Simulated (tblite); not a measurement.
A geometry optimisation, step by step.

Species: C₄H₅BF₃OP.
Atom-mapped SMILES: `[F:1][B-:2]([F:3])([F:4])[PH2+:5][c:6]1[cH:7][cH:8][cH:9][o:10]1` (hydrogens: H11, H12 on P5; H13 on C7; H14 on C8; H15 on C9)
Bond orders are those of one Lewis drawing.

Computed with GFN2-xTB (tblite), gas phase: L-BFGS steps from a force-field or distance-geometry start until the largest atomic force falls under 0.01 eV/Å. 9 of its 39 geometries are shown.

Step 0: E = -904.0648 eV, largest atomic force 3.416 eV/Å
```
atom  x, y, z in Å  |  force x, y, z in eV/Å
F1      1.814   -0.552   -1.889    0.495   0.258   1.840
B2      2.345   -0.295   -0.573    2.448   1.017  -2.154
F3      3.623   -1.007   -0.415   -1.926   0.954  -0.100
F4      2.568    1.135   -0.399   -0.476  -2.052  -0.080
P5      1.130   -0.917    0.756    0.214  -0.011   0.190
C6     -0.414   -0.027    0.589    0.440  -1.646  -0.404
C7     -1.433   -0.347   -0.275    0.423  -0.927  -0.349
C8     -2.389    0.622   -0.069   -1.412   0.887  -0.225
C9     -1.888    1.465    0.893   -1.865   0.685  -0.634
O10    -0.707    1.058    1.272    1.026   0.856   1.350
H11     1.668   -0.699    2.028   -0.473  -0.306  -0.256
H12     0.897   -2.295    0.566   -0.133   0.670   0.460
H13    -1.479   -1.181   -0.951    0.091   0.089   0.062
H14    -3.346    0.696   -0.579    0.414   0.053   0.285
H15    -2.394    2.352    1.290    0.735  -0.527   0.016
```

Step 5: E = -904.7366 eV, largest atomic force 0.711 eV/Å
```
atom  x, y, z in Å  |  force x, y, z in eV/Å
F1      1.832   -0.543   -1.840    0.138   0.054  -0.202
B2      2.473   -0.244   -0.685   -0.010  -0.005   0.042
F3      3.587   -0.970   -0.437    0.246   0.086  -0.225
F4      2.565    1.079   -0.411    0.222   0.168  -0.201
P5      1.161   -0.889    0.736   -0.205   0.013   0.282
C6     -0.436   -0.084    0.622    0.035  -0.481  -0.371
C7     -1.441   -0.369   -0.270   -0.046  -0.156  -0.019
C8     -2.412    0.628   -0.089   -0.133   0.345   0.221
C9     -1.908    1.468    0.873   -0.571  -0.059  -0.377
O10    -0.715    1.046    1.281    0.353   0.231   0.572
H11     1.595   -0.746    2.041   -0.269  -0.098   0.063
H12     0.865   -2.237    0.645   -0.129   0.094   0.216
H13    -1.471   -1.188   -0.958   -0.002  -0.074  -0.003
H14    -3.363    0.710   -0.582    0.156   0.017   0.024
H15    -2.338    2.350    1.318    0.216  -0.134  -0.022
```

Step 10: E = -904.8452 eV, largest atomic force 0.321 eV/Å
```
atom  x, y, z in Å  |  force x, y, z in eV/Å
F1      1.883   -0.522   -1.874   -0.055  -0.010   0.015
B2      2.537   -0.213   -0.738    0.121   0.066  -0.108
F3      3.653   -0.926   -0.518    0.027  -0.009   0.014
F4      2.637    1.103   -0.483    0.020   0.042  -0.022
P5      1.145   -0.874    0.772    0.179  -0.095  -0.102
C6     -0.469   -0.130    0.620    0.025   0.127   0.110
C7     -1.478   -0.397   -0.267    0.065   0.102  -0.003
C8     -2.428    0.635   -0.087    0.092  -0.166  -0.024
C9     -1.913    1.455    0.870    0.175  -0.078   0.202
O10    -0.727    1.005    1.309   -0.099  -0.125  -0.250
H11     1.465   -0.791    2.106   -0.112   0.164   0.252
H12     0.802   -2.202    0.757   -0.042  -0.266  -0.074
H13    -1.480   -1.214   -0.962   -0.164   0.034   0.034
H14    -3.361    0.733   -0.596   -0.067   0.069  -0.048
H15    -2.270    2.346    1.337   -0.165   0.144   0.005
```

Step 14: E = -904.8772 eV, largest atomic force 0.206 eV/Å
```
atom  x, y, z in Å  |  force x, y, z in eV/Å
F1      1.897   -0.514   -1.883   -0.077  -0.025   0.024
B2      2.581   -0.189   -0.776    0.065   0.010  -0.079
F3      3.684   -0.907   -0.551    0.070  -0.035   0.021
F4      2.671    1.119   -0.520   -0.035   0.025   0.049
P5      1.157   -0.899    0.795   -0.080  -0.022   0.125
C6     -0.464   -0.141    0.615    0.027  -0.077  -0.088
C7     -1.478   -0.397   -0.271    0.024  -0.033   0.024
C8     -2.428    0.629   -0.079   -0.027   0.094   0.008
C9     -1.914    1.441    0.890   -0.065   0.049  -0.117
O10    -0.726    0.986    1.306    0.115   0.102   0.137
H11     1.389   -0.772    2.164   -0.120   0.012  -0.143
H12     0.775   -2.236    0.779    0.076   0.069   0.005
H13    -1.519   -1.218   -0.957   -0.055   0.012  -0.016
H14    -3.357    0.752   -0.603    0.072  -0.014   0.076
H15    -2.274    2.353    1.335    0.011  -0.165  -0.026
```

Step 19: E = -904.8867 eV, largest atomic force 0.072 eV/Å
```
atom  x, y, z in Å  |  force x, y, z in eV/Å
F1      1.896   -0.513   -1.882   -0.001  -0.018   0.011
B2      2.622   -0.173   -0.813   -0.033  -0.018   0.050
F3      3.713   -0.896   -0.575   -0.003   0.014  -0.026
F4      2.688    1.127   -0.535   -0.004  -0.012   0.013
P5      1.151   -0.904    0.814    0.054   0.017  -0.044
C6     -0.465   -0.151    0.611    0.003  -0.031  -0.014
C7     -1.484   -0.403   -0.270    0.003   0.009  -0.025
C8     -2.424    0.633   -0.078    0.004   0.009   0.000
C9     -1.903    1.439    0.888   -0.001   0.015   0.000
O10    -0.719    0.977    1.309    0.026   0.005  -0.053
H11     1.316   -0.767    2.184   -0.042   0.015   0.040
H12     0.770   -2.238    0.806    0.031  -0.017  -0.003
H13    -1.545   -1.220   -0.959    0.004  -0.010  -0.007
H14    -3.351    0.761   -0.597   -0.022  -0.001   0.015
H15    -2.270    2.337    1.340   -0.018   0.023   0.043
```

Step 24: E = -904.8903 eV, largest atomic force 0.071 eV/Å
```
atom  x, y, z in Å  |  force x, y, z in eV/Å
F1      1.887   -0.523   -1.870   -0.018  -0.003   0.026
B2      2.607   -0.183   -0.794    0.008   0.004  -0.009
F3      3.712   -0.895   -0.579   -0.001  -0.006   0.006
F4      2.677    1.121   -0.522   -0.014   0.001   0.001
P5      1.159   -0.901    0.809   -0.021   0.012   0.036
C6     -0.458   -0.150    0.597    0.018   0.059  -0.036
C7     -1.482   -0.399   -0.278   -0.004   0.003  -0.010
C8     -2.420    0.637   -0.079   -0.016  -0.037  -0.001
C9     -1.895    1.445    0.883    0.015  -0.042   0.016
O10    -0.704    0.984    1.293   -0.022  -0.026  -0.017
H11     1.300   -0.756    2.182    0.004   0.002   0.007
H12     0.796   -2.240    0.796    0.009   0.015  -0.006
H13    -1.549   -1.220   -0.962   -0.003   0.010  -0.006
H14    -3.355    0.758   -0.584   -0.028   0.014  -0.005
H15    -2.279    2.331    1.352    0.070  -0.007  -0.003
```

Step 28: E = -904.8924 eV, largest atomic force 0.037 eV/Å
```
atom  x, y, z in Å  |  force x, y, z in eV/Å
F1      1.878   -0.530   -1.857   -0.025  -0.004   0.014
B2      2.608   -0.185   -0.789    0.004   0.008   0.000
F3      3.718   -0.892   -0.586   -0.007   0.000   0.019
F4      2.673    1.120   -0.519    0.002   0.009  -0.009
P5      1.164   -0.896    0.817   -0.008   0.015  -0.023
C6     -0.451   -0.146    0.577   -0.015  -0.016  -0.008
C7     -1.483   -0.398   -0.287   -0.007  -0.009  -0.011
C8     -2.425    0.634   -0.078    0.016   0.003   0.015
C9     -1.892    1.439    0.883    0.009   0.003   0.010
O10    -0.698    0.982    1.280    0.013  -0.008   0.001
H11     1.275   -0.749    2.191    0.008   0.007   0.026
H12     0.810   -2.236    0.796   -0.014  -0.004  -0.006
H13    -1.555   -1.221   -0.968    0.000   0.003  -0.034
H14    -3.365    0.762   -0.576    0.021  -0.023   0.020
H15    -2.261    2.325    1.361    0.001   0.016  -0.013
```

Step 33: E = -904.8933 eV, largest atomic force 0.027 eV/Å
```
atom  x, y, z in Å  |  force x, y, z in eV/Å
F1      1.866   -0.534   -1.847    0.005   0.001   0.009
B2      2.603   -0.185   -0.782   -0.015   0.002   0.010
F3      3.713   -0.893   -0.580   -0.011   0.010  -0.003
F4      2.670    1.122   -0.519    0.010   0.002  -0.018
P5      1.165   -0.892    0.817    0.005  -0.008   0.013
C6     -0.449   -0.148    0.568    0.012   0.009   0.022
C7     -1.483   -0.399   -0.293    0.011   0.003   0.014
C8     -2.424    0.633   -0.074    0.004  -0.014  -0.015
C9     -1.888    1.438    0.885    0.020  -0.007  -0.010
O10    -0.692    0.979    1.275   -0.010  -0.013  -0.005
H11     1.275   -0.745    2.193   -0.011  -0.004  -0.017
H12     0.814   -2.233    0.790    0.000  -0.004   0.003
H13    -1.556   -1.217   -0.981   -0.004   0.026   0.003
H14    -3.365    0.755   -0.568   -0.024   0.004  -0.001
H15    -2.254    2.327    1.359    0.007  -0.008  -0.005
```

Step 38: E = -904.8936 eV, largest atomic force 0.009 eV/Å
```
atom  x, y, z in Å  |  force x, y, z in eV/Å
F1      1.862   -0.535   -1.842   -0.005  -0.002   0.001
B2      2.600   -0.184   -0.780   -0.001   0.002  -0.002
F3      3.712   -0.891   -0.579   -0.001   0.000   0.002
F4      2.672    1.124   -0.523   -0.003   0.003  -0.004
P5      1.167   -0.893    0.819   -0.001  -0.004   0.003
C6     -0.447   -0.149    0.567   -0.001  -0.003  -0.002
C7     -1.482   -0.399   -0.294    0.000   0.001  -0.004
C8     -2.423    0.632   -0.075   -0.001   0.006   0.000
C9     -1.885    1.436    0.884   -0.006   0.003   0.001
O10    -0.690    0.977    1.275    0.001   0.004   0.003
H11     1.270   -0.744    2.194   -0.001  -0.007   0.001
H12     0.815   -2.234    0.790    0.006  -0.003   0.002
H13    -1.557   -1.213   -0.986    0.008  -0.005  -0.001
H14    -3.367    0.754   -0.564    0.004   0.000  -0.001
H15    -2.249    2.326    1.358    0.000   0.002   0.001
```

**Question.** Summarise the path.

**Answer.** The energy falls by 79.96 kJ/mol from step 0 to step 38; nine tenths of that is first reached at step 9. It falls at every step. The largest force goes from 3.416 to 0.009 eV/Å. Among the bonds B2–P5 changes most, from 1.905 to 2.261 Å; the atoms move by 0.187 Å rms after alignment.

**Question.** Follow the three bonds and two angles with the largest change from start to end.

**Answer.** 
| step | E above end (kJ/mol) | largest force (eV/Å) | B2–P5 (Å) | B2–F3 (Å) | B2–F4 (Å) | B2–P5–H11 (°) | F1–B2–P5 (°) |
| --- | --- | --- | --- | --- | --- | --- | --- |
| 0 | 79.96 | 3.416 | 1.905 | 1.471 | 1.458 | 109.8 | 110.0 |
| 2 | 26.25 | 0.770 | 2.006 | 1.358 | 1.357 | 110.9 | 105.2 |
| 3 | 23.40 | 0.506 | 2.013 | 1.351 | 1.351 | 111.5 | 104.6 |
| 5 | 15.14 | 0.711 | 2.039 | 1.353 | 1.353 | 115.0 | 102.7 |
| 7 | 9.77 | 0.445 | 2.082 | 1.353 | 1.356 | 118.3 | 101.4 |
| 8 | 8.00 | 0.408 | 2.104 | 1.351 | 1.354 | 119.1 | 101.5 |
| 10 | 4.67 | 0.321 | 2.157 | 1.342 | 1.345 | 120.7 | 102.0 |
| 12 | 2.92 | 0.220 | 2.192 | 1.337 | 1.339 | 122.1 | 101.7 |
| 13 | 2.17 | 0.262 | 2.213 | 1.336 | 1.338 | 122.8 | 101.1 |
| 15 | 1.22 | 0.143 | 2.259 | 1.334 | 1.335 | 124.4 | 99.5 |
| 17 | 0.85 | 0.133 | 2.295 | 1.332 | 1.333 | 125.4 | 98.4 |
| 18 | 0.74 | 0.083 | 2.307 | 1.331 | 1.332 | 125.8 | 98.1 |
| 20 | 0.59 | 0.079 | 2.310 | 1.330 | 1.332 | 126.2 | 97.8 |
| 21 | 0.51 | 0.097 | 2.301 | 1.331 | 1.332 | 126.3 | 97.9 |
| 23 | 0.37 | 0.082 | 2.281 | 1.332 | 1.334 | 126.6 | 98.2 |
| 25 | 0.26 | 0.085 | 2.276 | 1.332 | 1.334 | 127.2 | 98.2 |
| 26 | 0.20 | 0.077 | 2.276 | 1.332 | 1.334 | 127.6 | 98.1 |
| 28 | 0.12 | 0.037 | 2.274 | 1.332 | 1.334 | 128.0 | 97.9 |
| 30 | 0.08 | 0.043 | 2.269 | 1.332 | 1.334 | 127.9 | 97.7 |
| 31 | 0.06 | 0.044 | 2.266 | 1.332 | 1.334 | 127.9 | 97.7 |
| 33 | 0.03 | 0.027 | 2.264 | 1.333 | 1.335 | 128.1 | 97.5 |
| 35 | 0.01 | 0.020 | 2.264 | 1.332 | 1.334 | 128.4 | 97.4 |
| 36 | 0.00 | 0.016 | 2.264 | 1.332 | 1.334 | 128.4 | 97.4 |
| 38 | 0.00 | 0.009 | 2.261 | 1.332 | 1.334 | 128.3 | 97.4 |

What follows is the cost of the whole relaxation. The run took 0.22 s of wall time on Arm Neoverse V2, one thread, shared host.
